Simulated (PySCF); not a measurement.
# [Eu(NH2)4]−: from a saddle point downhill

PySCF 2.14.0, RKS PBE0, Eu lcecp-1-SVP with ECP52, N def2-SVP, H def2-SVP; non-relativistic Hamiltonian with scalar-relativistic core potentials where named; density fitting; no spin-orbit coupling. Relaxed within the symmetry of its start, the geometry (D2d) is

```xyz
13

Eu    0.0000    0.0000    0.0000
N     1.1560    1.4043    1.4043
H     1.5608    1.1651    2.3110
H     1.5608    2.3110    1.1651
N    -1.1560   -1.4043    1.4043
H    -1.5608   -1.1651    2.3110
H    -1.5608   -2.3110    1.1651
N     1.1560   -1.4043   -1.4043
H     1.5608   -2.3110   -1.1651
H     1.5608   -1.1651   -2.3110
N    -1.1560    1.4043   -1.4043
H    -1.5608    2.3110   -1.1651
H    -1.5608    1.1651   -2.3110
```

and its lowest harmonic modes are -138, 63, 63, 79, 90, 96 cm⁻¹ (negative: unstable). It was moved along the lowest mode and relaxed again, within the group S4 that the move left.

Problem. Where does it end, and how much lower?

Solution. In S4, 0.090 eV lower, after 23 steps:
```xyz
13

Eu    0.0000    0.0000    0.0000
N     1.3735    1.3498    1.2433
H     2.2379    1.0293    1.6838
H     1.3331    2.3526    1.4268
N    -1.3736   -1.2433    1.3499
H    -1.3330   -1.4268    2.3526
H    -2.2379   -1.6838    1.0295
N     1.3735   -1.3498   -1.2433
H     1.3331   -2.3526   -1.4268
H     2.2379   -1.0293   -1.6838
N    -1.3736    1.2433   -1.3499
H    -2.2379    1.6838   -1.0295
H    -1.3330    1.4268   -2.3526
```

Problem. How do the contacts change?

Solution. 
```json
{"contact": "Eu1–N2 (NH2)", "saddle (Å)": "2.298", "end (Å)": "2.292"}
{"contact": "Eu1–N5 (NH2)", "saddle (Å)": "2.298", "end (Å)": "2.292"}
{"contact": "Eu1–N8 (NH2)", "saddle (Å)": "2.298", "end (Å)": "2.292"}
{"contact": "Eu1–N11 (NH2)", "saddle (Å)": "2.298", "end (Å)": "2.292"}
```


No frequency check is given for the end.

An lcecp potential fixes the number of 4f electrons, so in runs with it no electron can move into or out of that shell.

State: singlet in the valence, with the 4f electrons in the core potential.
